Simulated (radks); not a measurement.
Values are calculated unless marked as measured or tabulated.
Question: Eu3+, configuration [Xe] 4f5 7f1 (not the ground configuration). Level of theory: non-relativistic Kohn-Sham, r2SCAN, spin-polarised, spherical densities, point nucleus; open shells are filled with parallel spins first (spin-orbit coupling, left out, can overturn this in heavy ions); meta-GGA in the generalised Kohn-Sham scheme; relativity is left out, which matters for an element this heavy (a radial shooting solver on a logarithmic mesh with Libxc functionals). Some entries of the table are withheld. Estimate them.

| orbital | occ. | eigenvalue (eV) | <1/r> (bohr^-1) | <r> (bohr) |
|---|---|---|---|---|
| 1s up | 1 | -45662.07 | 62.45 | 0.02409 |
| 1s down | 1 | -45662.07 | 62.45 | 0.02409 |
| 2s up | 1 | -7303.832 | 14.51 | 0.1026 |
| 2s down | 1 | -7303.824 | 14.51 | 0.1026 |
| 2p up | 3 | -6940.275 | 14.52 | 0.08709 |
| 2p down | 3 | -6940.263 | 14.52 | 0.08709 |
| 3s up | 1 | -1649.690 | 5.470 | 0.2652 |
| 3s down | 1 | -1646.548 | 5.476 | 0.2649 |
| 3p up | 3 | -1488.542 | 5.399 | 0.2551 |
| 3p down | 3 | -1485.648 | 5.405 | 0.2548 |
| 3d up | 5 | -1189.040 | 5.286 | 0.2271 |
| 3d down | 5 | -1186.917 | 5.292 | 0.2268 |
| 4s up | 1 | -368.1884 | 2.333 | 0.5971 |
| 4s down | 1 | -362.0424 | 2.331 | 0.5974 |
| 4p up | 3 | -304.8973 | 2.239 | 0.6114 |
| 4p down | 3 | -298.7134 | 2.236 | 0.6119 |
| 4d up | 5 | -192.6022 | 2.039 | 0.6465 |
| 4d down | 5 | -186.3869 | 2.034 | 0.6481 |
| 5s up | 1 | -81.8684 | (1) | (2) |
| 5s down | 1 | -79.5701 | (3) | (4) |
| 5p up | 3 | -63.3052 | (5) | 1.514 |
| 5p down | 3 | -61.4642 | (6) | 1.541 |
| 4f up | 5 | -56.4039 | 1.601 | 0.7862 |
| 4f down | 0 | -50.5569 | 1.574 | 0.8084 |
| 7f up | 1 | -5.6698 | 0.1284 | 11.35 |

Answer: 
(1) 5s up <1/r> (bohr^-1): 0.9479
(2) 5s up <r> (bohr): 1.386
(3) 5s down <1/r> (bohr^-1): 0.9265
(4) 5s down <r> (bohr): 1.411
(5) 5p up <1/r> (bohr^-1): 0.8605
(6) 5p down <1/r> (bohr^-1): 0.8402
